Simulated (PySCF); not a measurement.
## Field gradients at the hydrogen positions

Species: C7H11NSi2.
SMILES with atom numbers: `[CH3:1][C:2]#[C:3][Si@@H:4]1[CH2:5][SiH2:6][C@@H:7]([C:8]#[N:9])[CH2:10]1` (hydrogens: H11, H12, H13 on C1; H14 on Si4; H15, H16 on C5; H17, H18 on Si6; H19 on C7; H20, H21 on C10)

Geometry (GFN2-xTB, Å), atoms numbered from 1 in this order:
```xyz
21
C7H11NSi2 angstrom
C      3.940    1.312    0.367
C      2.774    0.459    0.345
C      1.803   -0.255    0.328
Si     0.298   -1.323    0.305
C     -0.529   -1.236   -1.420
Si    -2.096   -0.171   -1.245
C     -1.772    0.554    0.512
C     -2.983    0.986    1.128
N     -3.973    1.293    1.617
C     -1.067   -0.512    1.366
H      4.584    1.086   -0.483
H      3.638    2.358    0.314
H      4.500    1.152    1.288
H      0.619   -2.683    0.754
H      0.154   -0.811   -2.152
H     -0.777   -2.230   -1.786
H     -3.318   -0.979   -1.236
H     -2.205    0.922   -2.215
H     -1.117    1.426    0.412
H     -0.682   -0.067    2.285
H     -1.799   -1.264    1.669
```

Level: PBE0/pcSseg-1 (PySCF, non-relativistic); Q(2H) = 0.00286 b; rigid geometry, the same for H and D, with no vibrational averaging.

Question: Rank these positions by the coupling χzz of a deuteron there, largest first.
A. H15 (methylene hydrogen)
B. H12 (methyl hydrogen)
C. H19 (methine hydrogen)
D. H17 (Si–H hydrogen)

Answer: A (219 kHz), B (207 kHz), C (200 kHz), D (108 kHz).

What are Vzz, η and χzz (234.96 MHz × Q × Vzz) at all hydrogens?

```
atom  bonded to  bond length (Å)  Vzz (au)     η  χzz (kHz)
 H11         C1            1.090    0.3078  0.02        207
 H12         C1            1.090    0.3078  0.02        207
 H13         C1            1.090    0.3077  0.02        207
 H14        Si4            1.467    0.1585  0.00        107
 H15         C5            1.088    0.3259  0.01        219
 H16         C5            1.087    0.3274  0.01        220
 H17        Si6            1.465    0.1602  0.01        108
 H18        Si6            1.465    0.1605  0.01        108
 H19         C7            1.096    0.2973  0.05        200
 H20        C10            1.091    0.3109  0.05        209
 H21        C10            1.092    0.3065  0.05        206
```

Average by the element that carries the hydrogen.

on C: 209 kHz over 8 positions, mean bond length 1.090 Å; on Si: 107 kHz over 3 positions, mean bond length 1.466 Å.

How does χzz go with the bond length over the 8 C–H bonds?

A straight-line fit has a slope of -22.0 kHz for each 0.01 Å, with a correlation coefficient of -0.87, over lengths from 1.087 to 1.096 Å. The longer bonds have the smaller couplings here.

One conformer (not necessarily the lowest) at the GFN2-xTB geometry, without solvent, vibrations or thermal averaging. GFN2-xTB frequencies show an imaginary mode (30i cm⁻¹), so this geometry is no minimum at that level. GFN2-xTB bond lengths can be off by several hundredths of an ångström, more for odd bonds, and the gradients follow them. The basis is small and wasn't made for field gradients, so the couplings can be 20 % off.
